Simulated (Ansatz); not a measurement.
Consider the formal exchange of groups at the Si–O bond: `[SiH3]O[Si]Br` + CH₄ → `C[Si]Br` + silanol.

Isolated molecules relaxed with PBE0-D4/def2-TZVP in Ansatz; ΔE leaves out vibrations. CBS: MP2 limit from def2 TZ/QZ plus the TZ coupled-cluster correction, frozen cores. This one scheme is used for every species. Functionals use def2-TZVPP. For Br outer-core shells are correlated without core-valence functions, which leaves a few kJ/mol of doubt a bond. Scalar relativity is left out up to krypton. One conformer a species, not always the lowest.

CCSD(T)/CBS gives +40.8 kcal/mol.

Question: Another level gave +43.8 kcal/mol. Which?
A. PBE-D4/def2-TZVPP
B. BHLYP-D4/def2-TZVPP
C. HF/def2-TZVPP
D. ωB97M-V/def2-TZVPP

Answer: B. BHLYP-D4 43.8, ωB97M-V 41.6, HF/def2-TZVPP 42.7, PBE-D4 39.6 kcal/mol.

Largest T1 diagnostic among the species: 0.012.

Leaving LDA and LC-ωPBE aside and taking each functional with its dispersion term where it has one, the values, not all of them listed here, spread over 4.3 kcal/mol, from revPBE-D4 to BHLYP-D4. The D4 term adds +1.4 kcal/mol with B3LYP and +0.8 kcal/mol with PBE0; it sums over pairs of atoms, weighted by their polarisabilities, and B3LYP, whose exchange is more repulsive, gets the larger term. In def2-TZVPP, CCSD(T) changes the Hartree–Fock value by −1.7 kcal/mol (the triples alone add +0.1 kcal/mol) and MP2 by −0.8 kcal/mol.

B3LYP here is the variant with VWN-RPA as its local correlation; programs differ in this.
